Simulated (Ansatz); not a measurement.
Several settings on one geometry of the cluster Ba2Te (that of the charge 0 singlet, r2SCAN-D4/def2-TZVP). Ansatz on 4 threads of Arm Neoverse V1 on a shared host; times are rough.

```csv
atom,x (Å),y (Å),z (Å)
Ba1,-1.808,1.206,-0.100
Ba2,2.142,0.345,0.161
Te3,-0.334,-1.551,-0.061
```

Totals from different functionals, basis sets or treatments of relativity can't be compared as stabilities.

In the def2 sets Ba, Te take a core potential; there is no spin–orbit coupling. Correlated methods freeze 4 core orbitals; core or outer-core shells of Ba, Te are correlated, in sets that lack core-valence functions.

The spins typed aren't always the lowest for that charge.

Problem. Give the basis size and estimate the energy, ⟨S²⟩, dipole and time of these runs.

```
run                   method  charge    state                                                                                                                      further keys
  1    RKS B3LYP5/def2-TZVPP       0  singlet   point_charges: [{charge: 1.00, position_ang: [4.953, 0.711, 0.100]}]; scf: {omitted_lower_state_checks: [starts]}; forces asked
  2  UKS B2GP-PLYP/def2-SVPD      -1  doublet                      final_grid: {core_spheres: 20, valence_spheres: 16, degree: 47}; scf: {omitted_lower_state_checks: [starts]}
  3    RKS revPBE/def2-TZVPP       0  singlet  point_charges: [{charge: 0.50, position_ang: [7.003, -0.907, 0.963]}]; scf: {omitted_lower_state_checks: [starts]}; forces asked
```

Solution. 
```tsv
run	functions	energy (Eh)	⟨S²⟩	dipole (D)	wall time
1	130	-319.1588	–	29.54	4.5 s
2	101	-318.4339	1.09	–	15 s
3	130	-319.2200	–	11.02	1.9 s
```

At UKS B2GP-PLYP/def2-SVPD the charge -1 doublet is spin-contaminated (final ⟨S²⟩ up to 1.09, 0.75 for a pure state).
